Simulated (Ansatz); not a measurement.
Geometry optimisation, RHF/6-31G in Ansatz 0.2.0.

Input:

```yaml
crystal:
  periodic: [false, false, false]
  atoms:
    - { symbol: B, position_ang: [-1.6168, -0.8351, -0.4317] }
    - { symbol: C, position_ang: [-0.1022, -1.0548, -0.4631] }
    - { symbol: S, position_ang: [0.4539, -2.2725, -1.6843] }
    - { symbol: Si, position_ang: [0.7373, -1.2529, 1.1976] }
    - { symbol: Si, position_ang: [1.0012, 0.4202, -0.3244] }
    - { symbol: Si, position_ang: [0.1149, 2.3219, 0.5233] }
    - { symbol: H, position_ang: [-2.0799, 0.211, -0.89] }
    - { symbol: H, position_ang: [-2.3624, -1.6483, -0.1543] }
    - { symbol: H, position_ang: [0.82767, -3.15376, -0.71216] }
    - { symbol: H, position_ang: [1.8032, -2.1919, 1.2838] }
    - { symbol: H, position_ang: [-0.1754, -0.8337, 2.3589] }
    - { symbol: H, position_ang: [2.3987, 0.3733, -0.7924] }
    - { symbol: H, position_ang: [-1.3034, 2.0703, 0.9748] }
    - { symbol: H, position_ang: [0.907, 2.7781, 1.6739] }
    - { symbol: H, position_ang: [0.0902, 3.3244, -0.5166] }
basis:
  gaussian: { orbitals: "6-31G" }
hamiltonian:
  xc: hf
relax:
  f_tol: 0.015
  max_steps: 40
```

Launched with:

```bash
$ ansatz run input.yaml --threads 1 --pin off --max-ram 2048MiB --backend cpu --events-out ev --progress --plain --runs-dir out
```

Question: Where does it end, and by what steps?

Answer: It converged. The force dipped under the threshold on the way, but the program's further checks kept it going. Limits of this set-up: no polarisation functions. After 29 steps the energy has fallen by 1.499 eV; H7 moved furthest, 1.26 Å.

```tsv
step	energy less start (eV)	largest force component (eV/Å)	accepted
0	0.0000	2.222	yes
2	-1.0490	0.625	yes
4	-1.1817	0.439	yes
6	-1.2981	0.690	yes
8	-1.4183	0.470	yes
10	-1.4665	0.198	yes
12	-1.4853	0.106	yes
14	-1.4872	0.194	yes
16	-1.4911	0.118	yes
18	-1.4950	0.025	yes
20	-1.4930	0.073	no
22	-1.4967	0.107	yes
24	-1.4980	0.050	yes
26	-1.4989	0.030	yes
28	-1.4991	0.012	yes
29	-1.4991	0.005	yes
```

```xyz
15
Properties=species:S:1:pos:R:3
B -1.489 -0.883 -0.482
C 0.016 -1.123 -0.352
S 0.861 -2.161 -1.671
Si 0.682 -1.366 1.490
Si 1.116 0.450 0.169
Si 0.073 2.561 0.382
H -2.037 -0.179 0.311
H -2.140 -1.386 -1.338
H 0.274 -3.355 -1.406
H 1.670 -2.457 1.638
H -0.348 -1.327 2.556
H 2.416 0.443 -0.545
H -0.989 2.508 1.423
H 1.113 3.551 0.788
H -0.524 2.982 -0.917
```

The run took 5.1 min on 1 thread of Intel(R) Xeon(R) Platinum 8175M CPU @ 2.50GHz (Skylake/Cascade Lake), with other jobs on the host, peak memory 0.24 GiB.
